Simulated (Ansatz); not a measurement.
Be₃Se₂⁺, relaxed as a doublet with UKS PBE-D4/def2-SVP in Ansatz, starting from the GFN1-xTB geometry. Force threshold 0.02 eV/Å.

Another isomer (doublet) lies 0.48 eV lower at PBE0-D4/def2-TZVP; other spin states weren't run for this one.

Start:

```csv
atom,x (Å),y (Å),z (Å)
Be1,-0.750,1.561,-1.093
Be2,1.068,-0.584,0.777
Be3,-0.895,-0.262,-0.318
Se4,0.990,1.307,-0.099
Se5,-0.414,-2.022,0.734
```

(1) Estimate the energy that the relaxation releases and the steps that it takes.

(2) Does the start keep its bonding and symmetry?

(3) Predict the relaxed structure.

## Answers

(1) 0.56 eV, in 12 steps; 20 s on 4 threads of Intel Xeon Platinum 8259CL on a shared host. No frequencies were taken in this run, so the end may be a saddle point.

(2) Bonds lost: Be3–Se4 (atoms count from 1). Point group Cs at the start, C2 at the end, both within 0.05 Å.

(3) 
```csv
atom,x (Å),y (Å),z (Å)
Be1,-0.366,1.136,-0.997
Be2,0.835,-0.292,0.481
Be3,-1.469,-0.492,-0.061
Se4,1.303,1.677,0.016
Se5,-0.303,-2.028,0.562
```
Bond lengths (bridged metal pairs left out): 4 × Be–Se 2.03 to 2.08 Å; 1 × Be–Be 2.18 Å.
